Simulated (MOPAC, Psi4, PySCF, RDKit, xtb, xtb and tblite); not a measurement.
Two geometries of SMILES N#C[SiH2][SiH2][SeH], relaxed at GFN2-xTB with one dihedral held; other torsions can differ between them too.

Structure A

```
10

N      3.0654     1.0636     1.3897
C      2.3504     0.6189     0.6129
Si     1.1550    -0.1100    -0.6204
Si    -0.9485     0.0508     0.3580
Se    -2.3900     0.6569    -1.3372
H      1.6195    -1.4848    -0.8272
H      1.3471     0.6722    -1.8446
H     -1.4782    -1.2051     0.8957
H     -1.1045     1.0758     1.3912
H     -3.5677     0.6941    -0.5280
```

Structure B

```
10

N      4.1490     2.2611     2.0556
C      3.0174     2.1810     1.8938
Si     1.1857     1.9609     1.5964
Si     0.9576    -0.0268     0.4011
Se     1.7906    -1.8174     1.5766
H      0.5974     1.9868     2.9379
H      0.7781     3.1473     0.8417
H      1.6363    -0.0227    -0.8969
H     -0.4342    -0.4267     0.2013
H      3.0738    -1.2382     1.8493
```

Which is lower in energy at the level Psi4 1.11 with DF-MP2 (frozen core)/cc-pVTZ // GFN2-xTB, and by how much?

B is lower, by 10.63 kJ/mol (dihedral C2–Si3–Si4–Se5: 140° in A, 60° in B).

E(B) − E(A) in kJ/mol at the other levels, on the same two geometries: GFN2-xTB (xtb and tblite) 0.67; PBE0/def2-TZVP // GFN2-xTB (Psi4) -9.47; PBE0-D3(BJ)/def2-TZVP // GFN2-xTB (Psi4) -10.50; PBE/def2-TZVP // GFN2-xTB (Psi4) -9.92; PBE-D3(BJ)/def2-TZVP // GFN2-xTB (Psi4) -10.88; HF/cc-pVTZ // GFN2-xTB (Psi4) -8.15; UFF // GFN2-xTB (RDKit) -4.08; PM3, restricted, heats of formation // GFN2-xTB (MOPAC) -2.80; AM1, restricted, heats of formation // GFN2-xTB (MOPAC) 0.10; GFN1-xTB // GFN2-xTB (xtb) -5.80; restricted B3LYP/6-31G*, spherical d, density fitting // GFN2-xTB (PySCF) -9.09; restricted LDA (SVWN5)/6-31G*, spherical d, density fitting // GFN2-xTB (PySCF) -10.86.
